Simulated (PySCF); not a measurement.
## C₆ coefficients of unlike pairs at PBE

Calculated with PySCF 2.14 from the dipole response of each species, C₆(A,B) = (3/π) ∫ α_A(iu) α_B(iu) du, in atomic units, from isotropic polarisabilities. For ions this is the dispersion term alone; charge-induced terms of lower order in 1/R come first.

| species | configuration | basis | relativity | α (bohr³) | C₆ (like pair) |
| --- | --- | --- | --- | --- | --- |
| As³⁺ | [Ar] 3d10 4s2 (1S) | aug-cc-pVQZ-DK (8s7p5d3f2g) | spin-free X2C | 6.717 | 20.34 |
| W³⁺ | [Xe] 4f14 5d3 (4F) | def2-QZVPPD with the def2 core potential (60 electrons) (7s6p4d3f2g) | core potential | 7.675 | 38.08 |
| Ni²⁺ | [Ar] 3d8 (3F) | aug-cc-pVDZ (7s6p4d2f) | none | 3.256 | 8.946 |
| Cl²⁺ | [Ne] 3s2 3p3 (4S) | aug-cc-pVTZ-DK (6s5p3d2f) | spin-free X2C | 5.817 | 20.77 |

**Question.** Estimate C₆ for Cl²⁺ with Ni²⁺.

**Answer.** The integral gives 13.16. The combination rule 2 C_A C_B / (C_A α_B/α_A + C_B α_A/α_B) gives 13.46 and the geometric mean 13.63.

No spin-orbit coupling is included.

The other pairs:

| pair | C₆ |
| --- | --- |
| Cl²⁺, W³⁺ | 27.93 |
| W³⁺, As³⁺ | 27.26 |
| Ni²⁺, W³⁺ | 18.24 |
| Ni²⁺, As³⁺ | 12.74 |
| Cl²⁺, As³⁺ | 20.37 |
